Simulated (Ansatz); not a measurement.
Consider the redistribution: `[F][Al]1[CH2][GaH]1` + `[OH][GeH2][CH2]Cl` → `[OH][Al]1[CH2][GaH]1` + `[F][GeH2][CH2]Cl`.

Isolated molecules relaxed with PBE0-D4/def2-TZVP in Ansatz; ΔE leaves out vibrations. CCSD(T)/CBS is the MP2 limit (def2-TZVPP, def2-QZVPP) plus CCSD(T) − MP2 in def2-TZVPP, frozen cores. DFT in def2-TZVPP. B3LYP here is the variant with VWN-RPA as its local correlation; programs differ in this. For Ga, Ge outer-core shells are correlated without core-valence functions, which leaves a few kJ/mol of doubt a bond. Scalar relativity is left out up to krypton. Each species was taken in one conformer, which may not be the lowest.

```tsv
level	ΔE (kJ/mol)
ωB97M-V	19.2
B2PLYP	19.0
B3LYP	16.5
CCSD/CBS(def2)	22.3
```

Problem. What does CCSD(T)/CBS give? (Estimate.)

Solution. The calculation gave: +23.0 kJ/mol. The listed levels differ from it by -3.8, -4.0, -6.5, -0.7 kJ/mol.

Largest T1 diagnostic among the species: 0.015.

In def2-TZVPP, CCSD(T) changes the Hartree–Fock value by +6.6 kJ/mol (the triples alone add +0.7 kJ/mol) and MP2 by +7.4 kJ/mol.
